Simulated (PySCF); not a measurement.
Cl₂W, neutral, multiplicity 3. Atoms are numbered in the order given.

```xyz
3

W      0.0000     0.0000     0.0000
Cl     0.0000     0.0000    -2.2074
Cl     0.0000     0.0000     2.2074
```
Charge 0, spin multiplicity 3.

Geometry: PBE0-D3(BJ)/def2-TZVP. The spin state was assumed, not searched. The def2 effective core potentials stand for the cores of W; spin–orbit coupling is left out.

The numbers are results of PBE/def2-TZVPD (PySCF), not measurements.

Mulliken values depend strongly on the basis, most of all with diffuse functions as here. ESP charges are fitted to the potential on shells at 1.4 to 2.0 van der Waals radii. Atomic charges (e):

| atom | Mulliken | ESP fit | Mulliken spin |
|---|---|---|---|
| W1 | 0.38 | (withheld) | 2.19 |
| Cl2 | -0.19 | (withheld) | -0.10 |
| Cl3 | -0.19 | (withheld) | -0.10 |

Problem. What belongs in the gaps? (The exact figures need the calculation; the answer reports its results.)

Solution. 
- W1, ESP fit: -0.08
- Cl2, ESP fit: 0.04
- Cl3, ESP fit: 0.04
